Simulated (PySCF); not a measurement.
Geometry:
```tsv
atom	x (Å)	y (Å)	z (Å)
C1	-1.454	0.964	0.329
C2	-0.793	-0.127	-0.507
C3	-0.484	-1.377	0.321
O4	0.426	-1.129	1.379
C5	1.466	-0.332	1.076
C6	1.589	0.363	-0.055
Cl7	2.975	1.363	-0.325
C8	0.530	0.359	-1.113
F9	0.878	-0.495	-2.153
H10	-1.659	1.840	-0.281
H11	-0.812	1.260	1.155
H12	-2.394	0.600	0.736
H13	-1.455	-0.417	-1.327
H14	-1.385	-1.770	0.796
H15	-0.060	-2.145	-0.339
H16	2.197	-0.295	1.870
H17	0.429	1.350	-1.571
```

Level of theory: coordinates at the GFN2-xTB level, NMR shieldings at PBE0/pcSseg-1/GIAO, in PySCF (one averaged value for each set of equivalent atoms, one computed conformer, no relativistic terms, isolated molecule).

Predict the 2D correlation tables (HSQC, COSY, HMBC).

## Answers



HSQC (one-bond C–H):
| δH | δC |
| --- | --- |
| 6.88 (H16) | 153.7 (C5) |
| 4.69 (H17) | 93.2 (C8) |
| 4.28 (H15) | 67.3 (C3) |
| 3.99 (H14) | 67.3 (C3) |
| 1.92 (H13) | 37.4 (C2) |
| 0.96 (H10/H11/H12) | 15.0 (C1) |

COSY cross peaks (H two or three bonds apart, from the bond graph; peaks can be absent where the dihedral angle is near 90°):
| δH | δH |
| --- | --- |
| 4.69 (H17) | 1.92 (H13) |
| 4.28 (H15) | 3.99 (H14) |
| 4.28 (H15) | 1.92 (H13) |
| 3.99 (H14) | 1.92 (H13) |
| 1.92 (H13) | 0.96 (H10/H11/H12) |

HMBC (two and three bonds, from the bond graph):
| δH | δC |
| --- | --- |
| 6.88 (H16) | 117.7 (C6), 93.2 (C8), 67.3 (C3) |
| 4.69 (H17) | 153.7 (C5), 117.7 (C6), 67.3 (C3), 37.4 (C2), 15.0 (C1) |
| 4.28 (H15) | 153.7 (C5), 93.2 (C8), 37.4 (C2), 15.0 (C1) |
| 3.99 (H14) | 153.7 (C5), 93.2 (C8), 37.4 (C2), 15.0 (C1) |
| 1.92 (H13) | 117.7 (C6), 93.2 (C8), 67.3 (C3), 15.0 (C1) |
| 0.96 (H10/H11/H12) | 93.2 (C8), 67.3 (C3), 37.4 (C2) |

Scale: $^{1}$H (σref 31.72) and $^{13}$C (σref 186.93) against TMS (reference shieldings calculated alike).

Short H···H contacts in this conformer between protons four or more bonds apart (candidates for NOE cross peaks, intensity ∝ r⁻⁶): H10···H17 2.50 Å, H12···H14 2.58 Å.

Carbons that carry Cl, above all several Cl atoms, come out too deshielded, partly because spin–orbit coupling is missing. Shifts are as computed. Against solution values, carbons near 30 ppm lie about +3 ppm off and those near 130 ppm about +5 ppm; carbons on Cl a further +6 ppm. Of 1211 compounds with measured shifts, 218 miss one by over three times the rms of a fit or turn the order of signals round; such compounds aren't used in these exercises.
